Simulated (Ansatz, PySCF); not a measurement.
C6H8, SMILES C#C[C@@H]1C[C@@H]1C. Atoms are numbered in the order given.

```xyz
14

C      2.2372     0.1857    -1.0424
C      1.3805    -0.0820    -0.2265
C      0.3668    -0.3925     0.7483
C     -0.8284    -1.2578     0.3727
C     -1.0347     0.2031     0.6391
C     -1.3877     1.1596    -0.4742
H      2.9975     0.4190    -1.7629
H      0.7506    -0.5207     1.7663
H     -0.8794    -1.5958    -0.6660
H     -1.1696    -1.9899     1.1092
H     -1.4822     0.4482     1.6086
H     -1.0793     2.1880    -0.2263
H     -2.4750     1.1639    -0.6546
H     -0.8857     0.8806    -1.4125
```

Geometry optimised at B3LYP-D3(BJ)/def2-SVP. The structure was generated by enumeration; whether it is a known compound was not checked.

Two levels are set side by side: PBE-D3(BJ)/def2-SVP (Ansatz, an electronic-structure program) and B3LYP-D3(BJ)/def2-SVP (Ansatz). Each level has its own optimised geometry; the coordinates shown are those of the second. Frequencies come from the Hessian of PySCF at each geometry. Differences are taken from unrounded values.

```json
[
 {"quantity": "mean bond length (Å)", "B3LYP-D3(BJ)": "1.248"},
 {"quantity": "bond C1–C2 (Å)", "B3LYP-D3(BJ)": "1.213"},
 {"quantity": "bond C2–C3 (Å)", "B3LYP-D3(BJ)": "1.440"},
 {"quantity": "bond C3–C4 (Å)", "B3LYP-D3(BJ)": "1.523"},
 {"quantity": "bond C3–C5 (Å)", "B3LYP-D3(BJ)": "1.527"},
 {"quantity": "bond C4–C5 (Å)", "B3LYP-D3(BJ)": "1.499"},
 {"quantity": "bond C5–C6 (Å)", "B3LYP-D3(BJ)": "1.510"},
 {"quantity": "bond C1–H7 (Å)", "B3LYP-D3(BJ)": "1.073"},
 {"quantity": "bond C3–H8 (Å)", "B3LYP-D3(BJ)": "1.095"},
 {"quantity": "bond C4–H9 (Å)", "B3LYP-D3(BJ)": "1.093"},
 {"quantity": "bond C4–H10 (Å)", "B3LYP-D3(BJ)": "1.093"},
 {"quantity": "bond C5–H11 (Å)", "B3LYP-D3(BJ)": "1.096"},
 {"quantity": "bond C6–H12 (Å)", "B3LYP-D3(BJ)": "1.102"},
 {"quantity": "bond C6–H13 (Å)", "B3LYP-D3(BJ)": "1.102"},
 {"quantity": "bond C6–H14 (Å)", "B3LYP-D3(BJ)": "1.100"},
 {"quantity": "highest harmonic wavenumber (cm⁻¹)", "B3LYP-D3(BJ)": "3473"},
 {"quantity": "mean harmonic wavenumber (cm⁻¹)", "B3LYP-D3(BJ)": "1444"},
 {"quantity": "zero-point energy (kcal/mol)", "B3LYP-D3(BJ)": "74.29"}
]
```

**Question.** What does PBE-D3(BJ) give, and how far is it from B3LYP-D3(BJ)? (The exact figures need the calculation; the answer reports its results.)

**Answer.** 
| quantity | PBE-D3(BJ) | PBE-D3(BJ) minus B3LYP-D3(BJ) |
|---|---|---|
| mean bond length (Å) | 1.254 | 0.006 |
| bond C1–C2 (Å) | 1.225 | 0.012 |
| bond C2–C3 (Å) | 1.439 | -0.001 |
| bond C3–C4 (Å) | 1.528 | 0.005 |
| bond C3–C5 (Å) | 1.534 | 0.007 |
| bond C4–C5 (Å) | 1.504 | 0.004 |
| bond C5–C6 (Å) | 1.510 | 0.001 |
| bond C1–H7 (Å) | 1.080 | 0.007 |
| bond C3–H8 (Å) | 1.104 | 0.008 |
| bond C4–H9 (Å) | 1.101 | 0.008 |
| bond C4–H10 (Å) | 1.101 | 0.008 |
| bond C5–H11 (Å) | 1.104 | 0.008 |
| bond C6–H12 (Å) | 1.109 | 0.007 |
| bond C6–H13 (Å) | 1.109 | 0.007 |
| bond C6–H14 (Å) | 1.108 | 0.008 |
| highest harmonic wavenumber (cm⁻¹) | 3410 | -63 |
| mean harmonic wavenumber (cm⁻¹) | 1405 | -39 |
| zero-point energy (kcal/mol) | 72.30 | -2.00 |

GGA bonds tend to be longer and softer than those of functionals with exact exchange. Differences between two approximate levels are no errors against the true value.
